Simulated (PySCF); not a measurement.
**Basis-set dependence of population analyses: `O=C(C1CC1)C1CC1`**

Species: C7H10O.
Structure used (PBE0-D3(BJ)/def2-SVP), in Å, numbered top down from 1:
```
atom  x, y, z in Å
O1    -0.2275   -0.9619    0.7962
C2     0.1252    0.0108    0.1569
C3     1.5483    0.4455    0.1343
C4     2.5944   -0.6378    0.2705
C5     2.3344    0.2641    1.4158
C6    -0.8482    0.8151   -0.6314
C7    -1.9843    0.0587   -1.2872
C8    -2.2604    0.8936   -0.0961
H9     1.7866    1.3108   -0.4887
H10    2.2011   -1.6559    0.3373
H11    3.5150   -0.5170   -0.3055
H12    1.7680   -0.1445    2.2570
H13    3.0664    1.0365    1.6641
H14   -0.4513    1.6880   -1.1553
H15   -1.9660   -1.0253   -1.1457
H16   -2.3113    0.4060   -2.2704
H17   -2.7887    1.8420   -0.2207
H18   -2.4272    0.3732    0.8509
```

PBE0 throughout (PySCF), one geometry, spherical d and f functions. Isolated species at its PBE0-D3(BJ)/def2-SVP geometry (one conformer only). Atoms taken as equivalent share a column and are averaged.

Mulliken charges (e):

```tsv
basis	functions	O1	C2	C3/C6	C4/C5/C7/C8	H9/H14	H10/H12/H15/H18	H11/H13/H16/H17
STO-3G	50	-0.212	+0.166	-0.113	-0.168	+0.088	+0.099	+0.092
pcSseg-0	92	-0.508	+0.501	-0.515	-0.399	+0.250	+0.273	+0.260
6-31G	92	-0.469	+0.451	-0.306	-0.327	+0.180	+0.211	+0.183
6-31G*	132	-0.475	+0.483	-0.272	-0.356	+0.180	+0.212	+0.188
cc-pVDZ	162	-0.259	+0.222	-0.182	-0.022	+0.010	+0.065	+0.052
def2-SVP	162	-0.257	+0.220	-0.219	-0.047	+0.038	+0.080	+0.066
pcSseg-1	186	-0.408	+0.436	-0.364	-0.170	+0.114	+0.152	+0.137
aug-cc-pVDZ	274	-0.670	-0.802	+1.585	+0.798	-0.574	-0.418	-0.518
6-311+G(2d,p)	276	-0.496	+0.084	+0.122	-0.274	+0.088	+0.149	+0.123
def2-TZVP	308	-0.356	+0.119	-0.052	-0.241	+0.114	+0.144	+0.125
```

IAO charges (e):

```
        basis  functions      O1      C2   C3/C6  C4/C5/C7/C8  H9/H14  H10/H12/H15/H18  H11/H13/H16/H17
       STO-3G         50  -0.207  +0.186  -0.183       -0.259  +0.137           +0.145           +0.142
     pcSseg-0         92  -0.425  +0.342  -0.205       -0.275  +0.152           +0.166           +0.156
        6-31G         92  -0.441  +0.348  -0.195       -0.278  +0.150           +0.168           +0.156
       6-31G*        132  -0.460  +0.381  -0.194       -0.265  +0.141           +0.161           +0.149
      cc-pVDZ        162  -0.454  +0.378  -0.195       -0.268  +0.143           +0.162           +0.151
     def2-SVP        162  -0.454  +0.375  -0.192       -0.258  +0.140           +0.158           +0.146
     pcSseg-1        186  -0.466  +0.380  -0.196       -0.265  +0.144           +0.162           +0.150
  aug-cc-pVDZ        274  -0.472  +0.386  -0.197       -0.276  +0.147           +0.167           +0.155
6-311+G(2d,p)        276  -0.473  +0.388  -0.198       -0.276  +0.147           +0.167           +0.155
    def2-TZVP        308  -0.473  +0.390  -0.199       -0.276  +0.147           +0.167           +0.155
```

Hirshfeld charges (e):

```
        basis  functions      O1      C2   C3/C6  C4/C5/C7/C8  H9/H14  H10/H12/H15/H18  H11/H13/H16/H17
       STO-3G         50  -0.171  +0.116  -0.036       -0.038  +0.024           +0.030           +0.028
     pcSseg-0         92  -0.233  +0.162  -0.049       -0.070  +0.040           +0.044           +0.048
        6-31G         92  -0.254  +0.160  -0.051       -0.072  +0.044           +0.050           +0.049
       6-31G*        132  -0.256  +0.158  -0.050       -0.071  +0.043           +0.050           +0.049
      cc-pVDZ        162  -0.228  +0.158  -0.053       -0.075  +0.044           +0.048           +0.050
     def2-SVP        162  -0.236  +0.164  -0.053       -0.077  +0.044           +0.048           +0.050
     pcSseg-1        186  -0.234  +0.163  -0.055       -0.079  +0.047           +0.049           +0.052
  aug-cc-pVDZ        274  -0.235  +0.156  -0.063       -0.085  +0.052           +0.055           +0.056
6-311+G(2d,p)        276  -0.239  +0.152  -0.062       -0.081  +0.051           +0.054           +0.054
    def2-TZVP        308  -0.238  +0.156  -0.060       -0.082  +0.050           +0.053           +0.054
```

ESP-fitted charges (e):

```json
{"basis": "STO-3G", "functions": "50", "O1": "-0.263", "C2": "+0.520", "C3/C6": "-0.297", "C4/C5/C7/C8": "-0.250", "H9/H14": "+0.142", "H10/H12/H15/H18": "+0.122", "H11/H13/H16/H17": "+0.142"}
{"basis": "pcSseg-0", "functions": "92", "O1": "-0.464", "C2": "+0.760", "C3/C6": "-0.435", "C4/C5/C7/C8": "-0.336", "H9/H14": "+0.207", "H10/H12/H15/H18": "+0.178", "H11/H13/H16/H17": "+0.197"}
{"basis": "6-31G", "functions": "92", "O1": "-0.479", "C2": "+0.692", "C3/C6": "-0.356", "C4/C5/C7/C8": "-0.299", "H9/H14": "+0.174", "H10/H12/H15/H18": "+0.163", "H11/H13/H16/H17": "+0.173"}
{"basis": "6-31G*", "functions": "132", "O1": "-0.407", "C2": "+0.549", "C3/C6": "-0.288", "C4/C5/C7/C8": "-0.301", "H9/H14": "+0.160", "H10/H12/H15/H18": "+0.160", "H11/H13/H16/H17": "+0.169"}
{"basis": "cc-pVDZ", "functions": "162", "O1": "-0.382", "C2": "+0.496", "C3/C6": "-0.258", "C4/C5/C7/C8": "-0.267", "H9/H14": "+0.146", "H10/H12/H15/H18": "+0.142", "H11/H13/H16/H17": "+0.153"}
{"basis": "def2-SVP", "functions": "162", "O1": "-0.409", "C2": "+0.554", "C3/C6": "-0.283", "C4/C5/C7/C8": "-0.267", "H9/H14": "+0.151", "H10/H12/H15/H18": "+0.143", "H11/H13/H16/H17": "+0.155"}
{"basis": "pcSseg-1", "functions": "186", "O1": "-0.431", "C2": "+0.594", "C3/C6": "-0.313", "C4/C5/C7/C8": "-0.275", "H9/H14": "+0.163", "H10/H12/H15/H18": "+0.148", "H11/H13/H16/H17": "+0.161"}
{"basis": "aug-cc-pVDZ", "functions": "274", "O1": "-0.447", "C2": "+0.618", "C3/C6": "-0.317", "C4/C5/C7/C8": "-0.285", "H9/H14": "+0.164", "H10/H12/H15/H18": "+0.154", "H11/H13/H16/H17": "+0.164"}
{"basis": "6-311+G(2d,p)", "functions": "276", "O1": "-0.440", "C2": "+0.593", "C3/C6": "-0.305", "C4/C5/C7/C8": "-0.291", "H9/H14": "+0.164", "H10/H12/H15/H18": "+0.157", "H11/H13/H16/H17": "+0.166"}
{"basis": "def2-TZVP", "functions": "308", "O1": "-0.434", "C2": "+0.589", "C3/C6": "-0.302", "C4/C5/C7/C8": "-0.290", "H9/H14": "+0.162", "H10/H12/H15/H18": "+0.156", "H11/H13/H16/H17": "+0.165"}
```

Some averages cover members that differ in this geometry, most widely: C4/C5/C7/C8, ESP-fitted in pcSseg-0 -0.354 to -0.316; C4/C5/C7/C8, ESP-fitted in aug-cc-pVDZ -0.300 to -0.269; C4/C5/C7/C8, ESP-fitted in STO-3G -0.266 to -0.235; C4/C5/C7/C8, ESP-fitted in 6-31G -0.313 to -0.283 e.

**Question.** Which scheme is steadiest as the basis changes?

**Answer.** Largest range over the bases for any column: Hirshfeld 0.08 e, ESP-fitted 0.26 e, IAO 0.27 e, Mulliken 2.10 e. Hirshfeld charges move least and Mulliken charges most, counted in e. Without the minimal STO-3G basis the ranges are Hirshfeld 0.03, ESP-fitted 0.26, IAO 0.05, Mulliken 2.10 e.

**Question.** How much do the charges still move between the two largest bases, 6-311+G(2d,p) and def2-TZVP?

**Answer.** At most, over all atoms: Mulliken 0.175 e, IAO 0.002 e, Hirshfeld 0.004 e, ESP-fitted 0.006 e.

**Question.** What do the same runs give for the total energy, the frontier levels and the dipole moment?

**Answer.** 
| basis | energy (Eh) | HOMO (eV) | LUMO (eV) | μ (D) |
| --- | --- | --- | --- | --- |
| STO-3G | -343.2126 | -4.07 | 2.68 | 1.63 |
| pcSseg-0 | -346.7122 | -7.34 | -0.53 | 2.72 |
| 6-31G | -347.4218 | -7.01 | -0.24 | 2.75 |
| 6-31G* | -347.5242 | -6.92 | -0.11 | 2.53 |
| cc-pVDZ | -347.5508 | -7.03 | -0.24 | 2.49 |
| def2-SVP | -347.2817 | -7.14 | -0.34 | 2.56 |
| pcSseg-1 | -347.4879 | -7.26 | -0.46 | 2.69 |
| aug-cc-pVDZ | -347.5699 | -7.19 | -0.50 | 2.71 |
| 6-311+G(2d,p) | -347.6241 | -7.23 | -0.51 | 2.72 |
| def2-TZVP | -347.6536 | -7.20 | -0.45 | 2.67 |

The dipole is fixed by the density alone, so its range of 1.12 D shows that the density itself changes with the basis, not only its division among atoms.
